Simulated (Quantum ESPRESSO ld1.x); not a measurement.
Ar VI, configuration [Ne] 3s2 3p1 (the NIST ground configuration). All-electron calculation, scalar-relativistic Kohn-Sham, BLYP, spin-unpolarised, spherical densities, point nucleus. Program: ld1.x of Quantum ESPRESSO 7.5.

X-ray form factor f0, the Fourier transform of the density (f0(0) = 13):

sin(theta)/lambda (1/angstrom),f0 (electrons)
0.05,12.877
0.1,12.526
0.15,11.994
0.2,11.345
0.25,10.647
0.3,9.954
0.4,8.716
0.5,7.728
0.6,6.927
0.8,5.578
1,4.392
1.25,3.207
1.5,2.404
2,1.609
